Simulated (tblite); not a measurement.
Species: C5H10O2Si (charge -1 and doublet state).
Z-matrix (Å and degrees, GFN2-xTB geometry), rows numbered from 1:
```
C 
C   1  1.3574
C   2  1.4727  1  124.35
C   3  1.5929  2  111.68  1   -91.89
C   4  1.4785  3  112.44  2  -178.48
O   5  1.2547  4  126.75  3    87.85
O   5  1.3946  4  111.98  3   -79.69
Si  7  1.6039  5  127.67  4   161.53
H   1  1.0774  2  121.29  3    -8.04
H   1  1.0784  2  121.99  3   172.80
H   2  1.0850  1  118.74  3  -170.53
H   3  1.0920  2  111.15  1    27.07
H   3  1.0926  2  111.60  1   149.04
H   4  1.0917  3  107.79  2   -57.76
H   4  1.0922  3  106.74  2    60.09
H   8  1.4675  7  100.36  5   176.25
H   8  1.4753  7  116.00  5   -65.29
H   8  1.4745  7  114.05  5    58.12
```

Method: GFN2-xTB as coded in tblite; computed harmonic values from a numerical Hessian at the method's own geometry, unscaled. The method is semi-empirical: single wavenumbers can be off by several per cent or more. Modes of hydrogen on silicon can be 10 to 20 % off. One conformer, not necessarily the lowest. Open shells enter through the occupations alone, without spin polarisation, and single modes of such species can be off by tens of per cent.

Harmonic wavenumbers (cm⁻¹): 36.0, 52.3, 57.8, 101.7, 113.4, 146.0, 195.3, 261.9, 342.9, 412.9, 466.9, 515.8, 550.0, 568.7, 638.0, 647.4, 716.5, 732.6, 799.0, 806.5, 832.6, 850.9, 858.7, 936.2, 985.5, 1003.3, 1063.3, 1114.1, 1194.4, 1232.7, 1254.8, 1271.9, 1288.8, 1412.0, 1451.0, 1482.9, 1558.6, 1617.8, 2080.7, 2139.7, 2202.9, 2944.7, 2956.4, 2964.1, 2973.7, 3008.1, 3070.7, 3093.7.

A = 3575, B = 734.5, C = 649.6 MHz; mass 130.045 u (most abundant isotopes); point group C1, symmetry number 1; spin multiplicity 2.

Problem. What is the zero-point energy?

Solution. Half the sum of the wavenumbers: 28503 cm⁻¹ = 81.49 kcal/mol.

Problem. Give the ideal-gas entropy at 350 K and 1 bar in the rigid-rotor, harmonic-oscillator model (classical rotation).

Solution. Translation 41.32, rotation 30.10, vibration 41.00, spin (R ln 2) 1.38: S = 113.8 cal/(mol K).

Problem. And Cp and H(350 K) − H(0)?

Solution. Cp = 45.69 cal/(mol K), of which vibrations give 37.75 (their classical limit is 48 R = 95.4); H(350 K) − H(0) = 9.78 kcal/mol without the zero-point energy, 7.00 from vibrations.

Problem. Blend soft modes into free rotors: weight 1/[1 + (100 cm⁻¹/ν̃)⁴] for the oscillator and the rest for a rotor with moment μB/(μ + B), μ = h/(8π²ν), B = 10⁻⁴⁴ kg m². What vibrational entropy results?

Solution. 36.16 cal/(mol K) in place of 41.00, which changes −T·S at 350 K by +1.69 kcal/mol.

Problem. Which modes carry the vibrational entropy at 350 K?

Solution. 36.0 cm⁻¹: 5.79; 52.3 cm⁻¹: 5.05; 57.8 cm⁻¹: 4.85; 101.7 cm⁻¹: 3.73; 113.4 cm⁻¹: 3.52; 146.0 cm⁻¹: 3.03 cal/(mol K); the other 42 give 15.04 together.

Hindered rotation and anharmonicity are outside this model. Other conformers, if any are populated, would add a mixing term that is left out. The structure is chiral; the term R ln 2 for an equal mix with its mirror image is left out.
